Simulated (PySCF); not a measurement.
C4H7FOS.
Atom-mapped SMILES: `[CH3:1][C@@H:2]1[CH2:3][C@H:4]([F:5])[S@@:6]1=[O:7]`

Structure used (GFN2-xTB), in Å, numbered top down from 1:
```
atom  x, y, z in Å
C1     1.808   -0.140   -0.020
C2     0.429   -0.163    0.584
C3    -0.681   -0.796   -0.255
C4    -1.744    0.238    0.067
F5    -2.569    0.585   -0.951
S6    -0.422    1.525    0.533
O7     0.042    2.176   -0.681
H8     2.115   -1.140   -0.321
H9     2.536    0.255    0.685
H10    1.796    0.504   -0.900
H11    0.418   -0.507    1.617
H12   -0.434   -0.732   -1.315
H13   -0.937   -1.828   -0.011
H14   -2.356    0.023    0.946
```

NICS = −σ at a ghost point: NICS(0) at the centroid of the ring atoms, NICS(1) 1 Å to either side along the normal of their mean plane, zz for the tensor component along that normal. Level: GIAO PBE0/pcSseg-1 (PySCF, non-relativistic, gas phase) on the GFN2-xTB geometry, one conformer.

Ring bond lengths (Å), with Mayer bond orders in brackets: C2–C3 1.529 (0.94), C3–C4 1.517 (0.99), C4–S6 1.903 (0.80), S6–C2 1.890 (0.82).

Task: What do the NICS probes read (ppm)?

Result: 
```json
{"ring": "C2–C3–C4–S6", "type": "4-membered ring with S; formal bonds all single", "NICS(0)": "1.3", "NICS(1), two faces": "1.1 / -2.9", "NICS(1)zz, two faces": "9.1 / 0.2", "rms pucker (Å)": "0.14", "centre to ring atoms, mean (Å)": "1.20"}
```

Task: What can be read from them?

Result: 
- C2–C3–C4–S6: mean NICS(1)zz 4.7 ppm, deshielded. C2, C3, C4 have four or more neighbours, so the value isn't read as a sign of a π ring current. The two faces differ by 8.9 ppm, so no symmetry operation interchanges them.

Task: At the second NICS(1) probe listed for ring C2–C3–C4–S6, 1 Å off the ring, what do the in-plane components average?

Result: The isotropic value is a third of the trace: (3 × -2.9 − (0.2))/2 = -4.4 ppm.

Task: Give the inner angles of the rings and the Hirshfeld charges of the ring atoms.

Result: 
- C2–C3–C4–S6: C2 91.6° (-0.034 e), C3 96.3° (-0.087 e), C4 91.5° (+0.048 e), S6 73.5° (+0.306 e); sum 352.9° against 360° for a flat convex ring.

Task: What are the shieldings of the ring atoms and their hydrogens in the same run (means over atoms taken as equivalent)?

Result: 
```csv
atoms,environment,σ isotropic (ppm)
C2,sp3 carbon bound to sulfur,142.7
C3,four-membered-ring carbon,143.2
C4,sp3 C–F carbon,91.0
S6,sulfinyl sulfur,95.7
H11,methine hydrogen,29.32
H12,methylene hydrogen,28.32
H13,methylene hydrogen,28.40
H14,methine hydrogen,26.79
```
